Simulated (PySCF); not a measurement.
# CH6Si2, SMILES `[SiH2]=C[SiH3]` (charge 0, multiplicity 1)

The numbers are results of PBE0-D3(BJ)/def2-TZVP run with PySCF, not measurements.

| Quantity | Value |
|---|---|
| HOMO | -6.88 eV |
| dipole moment | 1.78 D |
| HOMO–LUMO gap | 5.24 eV |
| LUMO | -1.64 eV |
| total energy | -620.3788 Ha |
| cost | very roughly 30 core-seconds |

Bonds (Å): Si1–C2 1.701, Si1–H4 1.481, Si1–H5 1.478, C2–Si3 1.839, C2–H6 1.088, Si3–H7 1.490, Si3–H8 1.489, Si3–H9 1.490. Angles (°): C2–Si1–H4 123.9, C2–Si1–H5 122.0, H4–Si1–H5 114.1, Si1–C2–Si3 122.9, Si1–C2–H6 118.3, Si3–C2–H6 118.8, C2–Si3–H7 111.9, C2–Si3–H8 109.2, C2–Si3–H9 112.0, H7–Si3–H8 108.4, H7–Si3–H9 107.0, H8–Si3–H9 108.3.
Charge 0, spin multiplicity 1.
